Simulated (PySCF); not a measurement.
BBr2HO.

```xyz
5

B      0.6482    -0.0105     0.0000
Br    -0.3211     1.6541     0.0000
Br    -0.2932    -1.6692     0.0000
O      1.9842    -0.0329     0.0000
H      2.3849     0.8448     0.0000
```

Geometry optimised at PBE0-D3(BJ)/def2-SVP. Other conformers were not sampled.

Calculation: PBE/pcSseg-1 run with PySCF. Non-relativistic, no solvent.

Computed absolute GIAO shielding of each atom: isotropic value and principal components (ppm):
```
atom  σ(iso)     σ11     σ22     σ33    span
----  ------  ------  ------  ------  ------
B1      53.9    42.1    50.6    69.1    27.1
Br2   2170.6  1696.5  2104.2  2711.2  1014.7
Br3   2211.3  1709.8  2251.4  2672.8   963.1
O4     114.5   -28.8   166.8   205.6   234.4
H5      25.3    20.0    23.1    32.7    12.7
```
